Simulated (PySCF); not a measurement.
C3H11AsN2SSi2.
Atom-mapped SMILES: `[CH3:1][S:2][Si@@H:3]([NH2:4])[AsH:5][SiH2:6][CH2:7][C:8]#[N:9]` (hydrogens: H10, H11, H12 on C1; H13 on Si3; H14, H15 on N4; H16 on As5; H17, H18 on Si6; H19, H20 on C7)

Computed by this run: PySCF 2.14.0, PBE0-D3(BJ)/def2-SVP geometry optimisation, gas phase; density fitting, grid level 1; the optimiser is geomeTRIC in internal coordinates, started from a GFN2-xTB structure with every atom displaced at random (about 0.01 Å).

Step 5: E = -93659.0606 eV
```
atom  x, y, z in Å  |  force x, y, z in eV/Å
C1     -3.5788    1.2742   -0.7773    0.008   0.007  -0.008
S2     -3.3302    0.3603    0.7811   -0.021   0.017  -0.006
Si3    -1.4804   -0.6098    0.3611    0.086   0.015  -0.006
N4     -1.6660   -1.5598   -1.0729   -0.037   0.013   0.050
As5     0.2290    0.9645   -0.1450    0.010  -0.033  -0.003
Si6     1.8739   -0.7232   -0.1491   -0.064   0.035   0.001
C7      3.6405    0.0040    0.0858    0.056  -0.072   0.002
C8      3.6985    1.4491    0.1101    0.016   0.045  -0.015
N9      3.7213    2.6074    0.1296   -0.026  -0.032   0.004
H10    -4.5895    1.7012   -0.7374    0.000   0.002   0.004
H11    -3.4999    0.6039   -1.6430    0.011  -0.009   0.002
H12    -2.8475    2.0887   -0.8768   -0.007   0.004   0.008
H13    -1.1632   -1.3332    1.6341   -0.052   0.001   0.001
H14    -2.4968   -2.1363   -1.1623    0.013  -0.049   0.016
H15    -0.8660   -1.9916   -1.5226    0.007   0.033  -0.051
H16     0.4658    1.2510    1.3350    0.007  -0.003   0.000
H17     1.8213   -1.4107   -1.4776    0.012  -0.002   0.007
H18     1.6789   -1.7609    0.9109    0.013  -0.014  -0.015
H19     4.2862   -0.3733   -0.7241   -0.012   0.014  -0.008
H20     4.0533   -0.3921    1.0278   -0.021   0.028   0.016
```

Step 6: E = -93659.0706 eV
```
atom  x, y, z in Å  |  force x, y, z in eV/Å
C1     -3.5609    1.2717   -0.7936    0.012   0.021   0.034
S2     -3.3264    0.4010    0.7927    0.030   0.024  -0.019
Si3    -1.4811   -0.5928    0.3887   -0.049   0.005  -0.020
N4     -1.6882   -1.5417   -1.0418    0.010  -0.094  -0.023
As5     0.2466    0.9506   -0.1285   -0.038   0.013   0.012
Si6     1.8786   -0.7411   -0.1684    0.083  -0.045   0.009
C7      3.6433   -0.0023    0.0810   -0.056   0.082   0.007
C8      3.6599    1.4455    0.1130    0.020  -0.085  -0.011
N9      3.6356    2.6028    0.1422   -0.006   0.069   0.002
H10    -4.5811    1.6775   -0.7884   -0.004  -0.018  -0.007
H11    -3.4401    0.5794   -1.6371   -0.004   0.003   0.001
H12    -2.8472    2.1016   -0.8925    0.000   0.003  -0.003
H13    -1.1968   -1.3204    1.6651   -0.002  -0.003   0.015
H14    -2.4888   -2.1647   -1.0982    0.028  -0.001   0.013
H15    -0.8968   -1.9148   -1.5570   -0.022   0.067   0.006
H16     0.5003    1.2121    1.3532    0.013   0.015  -0.009
H17     1.8423   -1.4058   -1.5079   -0.017   0.008  -0.015
H18     1.7018   -1.8062    0.8668   -0.017  -0.003   0.003
H19     4.2982   -0.3542   -0.7320    0.008  -0.036   0.024
H20     4.0513   -0.3848    1.0303    0.011  -0.025  -0.017
```

Step 7: E = -93659.0741 eV
```
atom  x, y, z in Å  |  force x, y, z in eV/Å
C1     -3.5602    1.2745   -0.7938    0.012   0.015   0.038
S2     -3.3238    0.4143    0.7980    0.038   0.024  -0.016
Si3    -1.4810   -0.5862    0.3949   -0.075   0.007  -0.022
N4     -1.6874   -1.5404   -1.0318    0.009  -0.106  -0.021
As5     0.2494    0.9489   -0.1309   -0.034   0.016   0.011
Si6     1.8773   -0.7471   -0.1767    0.101  -0.050   0.009
C7      3.6415   -0.0079    0.0841   -0.081   0.093   0.002
C8      3.6512    1.4402    0.1113    0.015  -0.090  -0.007
N9      3.6150    2.5972    0.1379    0.004   0.075  -0.001
H10    -4.5888    1.6582   -0.8019   -0.004  -0.020  -0.008
H11    -3.4150    0.5798   -1.6316   -0.007   0.003  -0.003
H12    -2.8633    2.1190   -0.8885    0.003   0.004  -0.003
H13    -1.2039   -1.3117    1.6739    0.008  -0.005   0.012
H14    -2.4621   -2.1967   -1.0727    0.032   0.015   0.003
H15    -0.8983   -1.8691   -1.5793   -0.022   0.062   0.016
H16     0.5116    1.2094    1.3492    0.009   0.019  -0.009
H17     1.8461   -1.4041   -1.5202   -0.018   0.013  -0.017
H18     1.6976   -1.8197    0.8499   -0.019   0.000   0.008
H19     4.3031   -0.3602   -0.7230    0.012  -0.042   0.026
H20     4.0417   -0.3849    1.0388    0.016  -0.031  -0.018
```

Step 8: E = -93659.0828 eV
```
atom  x, y, z in Å  |  force x, y, z in eV/Å
C1     -3.5800    1.2668   -0.7878    0.011   0.002   0.027
S2     -3.3130    0.4534    0.8223    0.021   0.021   0.001
Si3    -1.4780   -0.5571    0.4083   -0.073   0.025  -0.013
N4     -1.6679   -1.5295   -1.0075    0.019  -0.115   0.024
As5     0.2535    0.9647   -0.1446   -0.005   0.007   0.008
Si6     1.8656   -0.7514   -0.2020    0.072  -0.034   0.004
C7      3.6327   -0.0347    0.1024   -0.080   0.051  -0.011
C8      3.6604    1.4128    0.1062   -0.011  -0.045   0.005
N9      3.6271    2.5704    0.1160    0.026   0.044  -0.009
H10    -4.6367    1.5616   -0.8306    0.000  -0.011  -0.010
H11    -3.3575    0.5674   -1.6052   -0.012   0.006  -0.011
H12    -2.9520    2.1635   -0.8828    0.004   0.004  -0.002
H13    -1.2076   -1.2757    1.6923    0.023  -0.021  -0.011
H14    -2.3405   -2.2904   -1.0134    0.013   0.037  -0.023
H15    -0.9056   -1.6996   -1.6540   -0.009   0.034   0.014
H16     0.5382    1.2305    1.3296   -0.003   0.025  -0.004
H17     1.8448   -1.3812   -1.5588   -0.009   0.023  -0.013
H18     1.6558   -1.8421    0.7995   -0.009   0.002   0.010
H19     4.3140   -0.4121   -0.6764    0.012  -0.036   0.019
H20     3.9971   -0.4039    1.0741    0.011  -0.018  -0.005
```

Question: Estimate the geometry and energy of step 9. (The exact step hangs on the optimiser's Hessian estimate; all steps are aligned on step 8, rigid shifts and turns removed.)

Answer: E = -93659.0880 eV, largest force 0.106 eV/Å
```
atom  x, y, z in Å  |  force x, y, z in eV/Å
C1     -3.5991    1.2628   -0.7742    0.012  -0.013   0.007
S2     -3.3076    0.4634    0.8375   -0.001   0.012   0.015
Si3    -1.4744   -0.5437    0.4088   -0.037   0.029  -0.012
N4     -1.6373   -1.5334   -0.9980    0.033  -0.080   0.061
As5     0.2473    0.9837   -0.1615    0.014  -0.006   0.006
Si6     1.8504   -0.7457   -0.2137    0.011  -0.010   0.000
C7      3.6190   -0.0540    0.1212   -0.027  -0.006  -0.010
C8      3.6828    1.3914    0.0940   -0.027   0.005   0.005
N9      3.6777    2.5498    0.0779    0.030   0.002  -0.010
H10    -4.6704    1.4949   -0.8339    0.001   0.002  -0.006
H11    -3.3288    0.5759   -1.5883   -0.011   0.008  -0.011
H12    -3.0214    2.1936   -0.8615    0.005   0.000  -0.002
H13    -1.1957   -1.2625    1.6905    0.016  -0.023  -0.019
H14    -2.2324   -2.3551   -0.9946   -0.013   0.033  -0.027
H15    -0.9117   -1.5934   -1.7021   -0.003   0.018  -0.008
H16     0.5400    1.2687    1.3070   -0.011   0.018  -0.002
H17     1.8370   -1.3607   -1.5775   -0.001   0.022  -0.006
H18     1.6112   -1.8404    0.7768    0.006  -0.002   0.003
H19     4.3120   -0.4676   -0.6288    0.007  -0.018   0.009
H20     3.9520   -0.4141    1.1078   -0.001   0.009   0.008
```

The energy changes by -0.0052 eV. The first-order estimate −F·Δx gives -0.0078 eV and the mean of the old and new forces, exact on a quadratic surface, -0.0054 eV. The step makes an angle of 82° with the force vector and moves no atom by more than 0.127 Å.

The cost below is that of the whole optimisation. Hardware: one thread of an Arm Neoverse V2, on a shared host. Cost: 12 min wall, 0.98 GiB resident at most.
